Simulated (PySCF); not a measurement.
C3H4BrF, SMILES Br/C=C(\C)F.

The structure is a stationary point at B3LYP-D3(BJ)/def2-SVP.

Two levels are set side by side: PBE/def2-TZVP (PySCF) and CAM-B3LYP/def2-TZVP (PySCF). Same geometry, gas phase. Differences are taken from unrounded values.

| quantity | PBE |
|---|---|
| orbital gap (eV) | 4.80 |
| highest occupied level (eV) | -5.86 |
| lowest empty level (eV) | -1.06 |
| dipole moment (D) | 0.96 |
| mean polarisability (bohr³) | 58.3 |

Task: These are the PBE values. What does CAM-B3LYP give? (An estimate is asked for; the answer gives what the named calculation found.)

Result: 
```
quantity                     CAM-B3LYP  PBE minus CAM-B3LYP
---------------------------  ---------  -------------------
orbital gap (eV)                  9.47                -4.67
highest occupied level (eV)      -8.36                 2.51
lowest empty level (eV)           1.11                -2.16
dipole moment (D)                 0.99                -0.03
mean polarisability (bohr³)       56.2                  2.1
```

Without exact exchange PBE keeps part of each electron's self-repulsion, which lifts occupied levels and narrows the gap. PBE's more diffuse valence density responds more strongly to a field. Differences between two approximate levels are no errors against the true value.

Rough cost on one machine, each run with all the roots and properties that it gave: CAM-B3LYP against PBE within a factor of 2.
